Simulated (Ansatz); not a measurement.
Program: Ansatz. Geometries: PBE0-D4/def2-TZVP. ΔE: electronic, gas phase. CCSD(T)/CBS is the MP2 limit (def2-TZVPP, def2-QZVPP) plus CCSD(T) − MP2 in def2-TZVPP, frozen cores. This one scheme is used for every species. def2 core potentials past Kr. For Te outer-core shells are correlated without core-valence functions, which leaves a few kJ/mol of doubt a bond. Each species was taken in one conformer, which may not be the lowest.

Consider the ligand exchange at the Si–C bond: `CC[SiH2]CC` + H₂Te → `CC[SiH2][TeH]` + ethane.

`CC[SiH2]CC`:

Z-matrix (Å, degrees):
```
C
C 1 1.526
H 1 1.093 2 111.5
H 1 1.093 2 111.7 3 120.1
H 1 1.094 2 111.4 3 -119.7
Si 2 1.879 1 113.7 3 61.3
H 2 1.095 1 110.4 3 -177.3
H 2 1.096 1 110.4 3 -60.8
C 6 1.879 2 111.7 1 -57.5
H 6 1.493 2 109.3 1 63.6
H 6 1.493 2 109.3 1 -178.5
C 9 1.526 6 113.7 2 -57.5
H 9 1.096 6 108.4 2 65.6
H 9 1.095 6 107.9 2 179.7
H 12 1.093 9 111.7 6 -178.7
H 12 1.093 9 111.5 6 61.3
H 12 1.093 9 111.4 6 -58.5
```

H₂Te:

Cartesian coordinates in Å:
```
Te 0.472 -0.317 0.531
H -0.800 -0.866 -0.376
H 0.329 1.184 -0.154
```

`CC[SiH2][TeH]`:

```xyz
12

C     1.349   -0.658   -0.576
C     0.544    0.619   -0.367
Si   -0.749    0.501    0.985
Te   -2.445   -1.287    0.555
H     0.699   -1.493   -0.848
H     2.088   -0.537   -1.372
H     1.886   -0.944    0.332
H     1.203    1.454   -0.100
H     0.039    0.914   -1.292
H    -0.133    0.091    2.276
H    -1.436    1.807    1.164
H    -3.045   -0.467   -0.756
```

`CC`:

```xyz
8

C     0.495   -0.538   -0.206
C    -0.495    0.538    0.206
H     1.457   -0.408    0.296
H     0.126   -1.536    0.046
H     0.680   -0.519   -1.282
H    -1.457    0.408   -0.296
H    -0.126    1.536   -0.046
H    -0.680    0.519    1.282
```

| species | CCSD(T)/CBS(def2) energy (Eh) |
| --- | --- |
| `CC[SiH2]CC` | -448.52932 |
| H₂Te | -268.91024 |
| `CC[SiH2][TeH]` | -637.74963 |
| `CC` | -79.71954 |

Question: Work out ΔE.

Answer: ΔE = (-637.74963) + (-79.71954) − (-448.52932) − (-268.91024) = -0.02961 Eh = -77.7 kJ/mol.

Largest T1 diagnostic among the species: 0.010.
